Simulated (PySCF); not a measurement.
**Spinor energies of Eu⁺ (europium, charge +1)**

Start: [Xe] 4f7 6s1; 4f5/2 filled at m_j = -5/2, -3/2, -1/2, +1/2, +3/2, +5/2; 4f7/2 filled at m_j = +7/2; 6s1/2 filled at m_j = +1/2. Calculated with PySCF 2.14 in x2c-QZVPPall-2c (16s16p12d6f4g1h, 213 functions): generalised Hartree-Fock with the X2C-1e Hamiltonian and a Gaussian nucleus; one run each with spin-orbit coupling (SO) switched off, then screened by Boettger's factors.

```json
{"spinor shell": "1s1/2", "electrons": "2", "ε, spin-free (eV)": "-48765.7", "ε, screened SO (eV)": "-48757.2", "weight of nominal j (screened SO)": "1.000", "rms radius, screened SO (bohr)": "0.0254"}
{"spinor shell": "2s1/2", "electrons": "2", "ε, spin-free (eV)": "-8131.0", "ε, screened SO (eV)": "-8128.4", "weight of nominal j (screened SO)": "1.000", "rms radius, screened SO (bohr)": "0.103"}
{"spinor shell": "2p1/2", "electrons": "2", "ε, spin-free (eV)": "-7239.4", "ε, screened SO (eV)": "-7695.7", "weight of nominal j (screened SO)": "1.000", "rms radius, screened SO (bohr)": "0.0881"}
{"spinor shell": "2p3/2", "electrons": "4", "ε, spin-free (eV)": "-7239.4", "ε, screened SO (eV)": "-7043.1", "weight of nominal j (screened SO)": "1.000", "rms radius, screened SO (bohr)": "0.0944"}
{"spinor shell": "3s1/2", "electrons": "2", "ε, spin-free (eV)": "-1842.7", "ε, screened SO (eV)": "-1841.9", "weight of nominal j (screened SO)": "1.000", "rms radius, screened SO (bohr)": "0.266"}
{"spinor shell": "3p1/2", "electrons": "2", "ε, spin-free (eV)": "-1559.3", "ε, screened SO (eV)": "-1654.3", "weight of nominal j (screened SO)": "1.000", "rms radius, screened SO (bohr)": "0.257"}
{"spinor shell": "3p3/2", "electrons": "4", "ε, spin-free (eV)": "-1559.3", "ε, screened SO (eV)": "-1518.0", "weight of nominal j (screened SO)": "1.000", "rms radius, screened SO (bohr)": "0.270"}
{"spinor shell": "3d3/2", "electrons": "4", "ε, spin-free (eV)": "-1179.6", "ε, screened SO (eV)": "-1197.1", "weight of nominal j (screened SO)": "0.995", "rms radius, screened SO (bohr)": "0.242"}
{"spinor shell": "3d5/2", "electrons": "6", "ε, spin-free (eV)": "-1179.6", "ε, screened SO (eV)": "-1167.3", "weight of nominal j (screened SO)": "0.996", "rms radius, screened SO (bohr)": "0.246"}
{"spinor shell": "4s1/2", "electrons": "2", "ε, spin-free (eV)": "-392.27", "ε, screened SO (eV)": "-392.05", "weight of nominal j (screened SO)": "1.000", "rms radius, screened SO (bohr)": "0.602"}
{"spinor shell": "4p1/2", "electrons": "2", "ε, spin-free (eV)": "-296.47", "ε, screened SO (eV)": "-318.84", "weight of nominal j (screened SO)": "0.966", "rms radius, screened SO (bohr)": "0.621"}
{"spinor shell": "4p3/2", "electrons": "4", "ε, spin-free (eV)": "-296.47", "ε, screened SO (eV)": "-286.62", "weight of nominal j (screened SO)": "0.983", "rms radius, screened SO (bohr)": "0.648"}
{"spinor shell": "4d3/2", "electrons": "4", "ε, spin-free (eV)": "-159.88", "ε, screened SO (eV)": "-165.52", "weight of nominal j (screened SO)": "0.722", "rms radius, screened SO (bohr)": "0.705"}
{"spinor shell": "4d5/2", "electrons": "6", "ε, spin-free (eV)": "-159.88", "ε, screened SO (eV)": "-155.97", "weight of nominal j (screened SO)": "0.814", "rms radius, screened SO (bohr)": "0.711"}
{"spinor shell": "5s1/2", "electrons": "2", "ε, spin-free (eV)": "-60.622", "ε, screened SO (eV)": "-60.590", "weight of nominal j (screened SO)": "1.000", "rms radius, screened SO (bohr)": "1.50"}
{"spinor shell": "5p1/2", "electrons": "2", "ε, spin-free (eV)": "-35.361", "ε, screened SO (eV)": "-38.887", "weight of nominal j (screened SO)": "0.876", "rms radius, screened SO (bohr)": "1.69"}
{"spinor shell": "5p3/2", "electrons": "4", "ε, spin-free (eV)": "-35.361", "ε, screened SO (eV)": "-33.796", "weight of nominal j (screened SO)": "0.938", "rms radius, screened SO (bohr)": "1.80"}
{"spinor shell": "4f5/2", "electrons": "6", "ε, spin-free (eV)": "-20.515", "ε, screened SO (eV)": "-20.501", "weight of nominal j (screened SO)": "0.546", "rms radius, screened SO (bohr)": "1.02"}
{"spinor shell": "4f7/2", "electrons": "1", "ε, spin-free (eV)": "-20.515", "ε, screened SO (eV)": "-20.091", "weight of nominal j (screened SO)": "1.000", "rms radius, screened SO (bohr)": "1.03"}
{"spinor shell": "6s1/2", "electrons": "1", "ε, spin-free (eV)": "-10.487", "ε, screened SO (eV)": "-10.489", "weight of nominal j (screened SO)": "1.000", "rms radius, screened SO (bohr)": "4.31"}
```

```
   quantity     spin-free   screened SO
E (hartree)  -10836.63703  -10843.25861
        M_J             4             4
       ⟨J²⟩        20.007        20.007
       ⟨L²⟩         0.000         0.098
       ⟨S²⟩        20.007        19.940
```

Each row is a mean over spinors that exchange with the open shell spreads, by up to 17.882 eV (4d5/2).

Rows whose weight is well below 1 are mixtures of j = l ± 1/2: exchange outweighs spin-orbit coupling there, and the label is only the starting occupation.

Breit and QED terms are absent; they matter most for the inner s and p1/2 levels.

Densities and radii are taken from the X2C orbitals without a picture-change correction, which distorts them close to the nucleus.

Without spin-orbit coupling the j labels of p, d and f shells carry no meaning; the spin-free column gives the mean over the occupied spinors of each nl shell.
